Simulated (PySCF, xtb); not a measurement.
5-thiophen-2-ylpyrimidine (C₈H₆N₂S), SMILES c1csc(-c2cncnc2)c1. The values are those of a single conformer.

Harmonic wavenumbers (cm⁻¹) from xtb with GFN2-xTB at its own minimum, in rising order: 15, 92, 142, 202, 317, 354, 375, 382, 499, 560, 603, 609, 701, 723, 733, 743, 811, 822, 851, 854, 909, 915, 963, 1028, 1079, 1092, 1147, 1170, 1196, 1235, 1255, 1265, 1342, 1392, 1401, 1452, 1539, 1548, 1551, 3040, 3058, 3068, 3130, 3140, 3165.

Q: What does r2SCAN-D4/def2-SVP (PySCF 2.14.0) give at its own minimum? (The exact figures need the calculation; the answer reports its results.)

A: 37, 101, 135, 234, 322, 375, 404, 443, 539, 608, 636, 642, 700, 745, 746, 760, 831, 866, 913, 919, 968, 971, 989, 1050, 1073, 1083, 1159, 1202, 1238, 1297, 1303, 1359, 1384, 1456, 1460, 1500, 1576, 1589, 1629, 3133, 3147, 3168, 3213, 3226, 3256. Paired by order, the mean absolute difference is 44 cm⁻¹ and the zero-point energies are 75.0 and 77.7 kcal/mol.
